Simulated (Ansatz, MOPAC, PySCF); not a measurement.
Dimer: H2 (SMILES [H][H]) (first 2 atoms) with CH6Si (SMILES C[SiH3]); geometry from B3LYP-D3(BJ)/def2-TZVP.
(charge 0, multiplicity 1):
```csv
atom,x (Å),y (Å),z (Å)
H,-0.6120,0.3041,0.1378
H,0.0307,0.2685,-0.2356
C,0.7508,-1.1221,3.2376
Si,-0.2496,0.4391,3.5205
H,1.7116,-1.0662,3.7525
H,0.9446,-1.2722,2.1744
H,0.2178,-1.9982,3.6117
H,-0.5122,0.6348,4.9674
H,-1.5544,0.3587,2.8191
H,0.4777,1.6278,3.0132
```

Monomers are frozen at their geometry in the pair; levels with a basis set take the counterpoise correction.

The state reached by PM6 isn't checked.

The values were computed with Ansatz (Gaussian orbitals); MOPAC for PM6 (differences of heats of formation); PySCF for the dispersion terms. Each number belongs to the level named beside it.

Question: One of these levels gives -0.10 kcal/mol for the interaction energy. Which?
A) PBE-D4/def2-TZVPPD
B) PM6
C) SVWN5/def2-TZVPPD

Answer: B, PM6. The others give -1.04 (SVWN5/def2-TZVPPD), -0.69 (PBE-D4/def2-TZVPPD)

Ansatz is a program for electronic structure.
